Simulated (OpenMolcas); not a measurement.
**A ladder of methods for GeSiH5Cl (SMILES Cl[SiH2][GeH3])**

GeSiH5Cl: 8 atoms, total charge 0, spin state singlet. As SMILES, `Cl[SiH2][GeH3]`. The shape is that of a PBE0-D4/def2-TZVP optimisation.

Quantity: the vertical energy of the triplet above the singlet, in eV. The values are calculated.

| level | kind | program | value (eV) | less CCSD(T)/cc-pVDZ | CPU time (all runs) |
| --- | --- | --- | --- | --- | --- |
| SVWN5/cc-pVDZ | LDA | OpenMolcas | 5.54 | -0.73 | 1.8 min |
| PBE/cc-pVDZ | GGA | OpenMolcas | 5.51 | -0.76 | 2.4 min |
| revPBE/cc-pVDZ | GGA | OpenMolcas | 5.53 | -0.74 | 2.1 min |
| TPSS/cc-pVDZ | meta-GGA | OpenMolcas | 5.68 | -0.59 | 3.5 min |
| r2SCAN/cc-pVDZ | meta-GGA | OpenMolcas | 5.73 | -0.54 | 3.2 min |
| B3LYP/cc-pVDZ | global hybrid | OpenMolcas | 5.89 | -0.38 | 2.1 min |
| PBE0/cc-pVDZ | global hybrid | OpenMolcas | 5.84 | -0.43 | 2.1 min |
| CCSD(T)/cc-pVDZ, open shells restricted | coupled cluster or CI | OpenMolcas | 6.27 | 0.00 | 3 min |

CCSD(T)/cc-pVDZ, open shells restricted is the highest level here, not the true value. All-electron rows without a relativistic Hamiltonian named are non-relativistic. The values span 5.51 to 6.27 eV. A triplet this far above the singlet is often a Rydberg-like or dissociative state; sets without diffuse functions put Rydberg states too high. In the correlated wave-function rows the outer d shell of Ge is correlated, in sets not made for it. CPU times are rough (shared hosts, several kinds of processor): they show what a rung costs within a factor of a few.
